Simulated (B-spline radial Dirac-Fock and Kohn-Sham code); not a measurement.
## How the levels of rhenium move as electrons are removed

Level of theory: ΔSCF Dirac-Fock with Breit, self-energy and vacuum polarisation, finite nucleus, configuration average; a radial B-spline solver. Each ion is free and in its tabulated ground configuration. Correlation and solid-state effects are left out.

Reference: Re³⁴⁺, [Kr] 4d5, with L1 13951.0 eV, L3 11951.5 eV, M4 3339.6 eV, M5 3271.7 eV, N4,5 1462.8 eV, Kα1 (K-L3) 61130.8 eV, Kβ1 (K-M3) 69327.4 eV, Lα1 (L3-M5) 8679.8 eV. Shifts from it, in eV (a dash: the subshell is empty, belongs to an open shell averaged over j, or its hole state is left out as unreliable):

```
  ion  configuration      L1      L3      M4      M5    N4,5    Kα1     Kβ1     Lα1
Re³⁵⁺       [Kr] 4d4   +73.7   +73.9   +67.8   +67.5   +54.2  +0.89   +8.12   +6.32
Re³⁶⁺       [Kr] 4d3  +148.6  +148.9  +136.5  +136.0  +109.1  +1.84  +16.57  +12.88
Re³⁷⁺       [Kr] 4d2  +224.6  +225.0  +206.1  +205.3  +164.5  +2.85  +25.36  +19.66
Re³⁸⁺       [Kr] 4d1  +301.7  +302.3  +276.6  +275.6  +220.7  +3.93  +34.50  +26.69
```

Over this range L1 (2s) moves by +301.7 eV and Kα1 by +3.9 eV: a line is a difference of two levels that shift in the same direction.

Values without a named source are computed, but for edge energies of neutral atoms, which are taken from tables.
